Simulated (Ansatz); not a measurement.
Mulliken charges of CH₅BO₂Se, SMILES `C[Se]B(O)O` from PBE/def2-TZVPP in Ansatz (PBE0-D4/def2-TZVP geometry).

```csv
atom,x (Å),y (Å),z (Å),charge (e)
C1,-0.051,-1.377,1.231,-0.351
Se2,0.900,0.314,1.029,-0.080
B3,0.116,0.888,-0.671,0.157
O4,-0.806,0.096,-1.278,-0.265
O5,0.473,2.066,-1.262,-0.264
H6,0.180,-2.030,0.394,0.136
H7,-1.121,-1.192,1.281,0.136
H8,0.297,-1.822,2.162,0.132
H9,-1.117,0.481,-2.104,0.193
H10,1.128,2.575,-0.781,0.206
```

Task: By hand: the dipole of these point charges (1 e Å = 4.8032 D).

Result: Σ q r = (-0.019, -0.029, -0.002) e Å, of length 0.035 e Å = 0.17 D.

Task: How does the dipole of the full density compare? (Best estimate.)

Result: Computed: (-0.055, 0.032, -0.111) e Å, 0.61 D; the point charges give 0.28 times that, at 86° from its direction.

Point charges leave out the atoms' own dipoles, such as those of lone pairs, and Mulliken's split depends on the basis, so the two needn't agree.
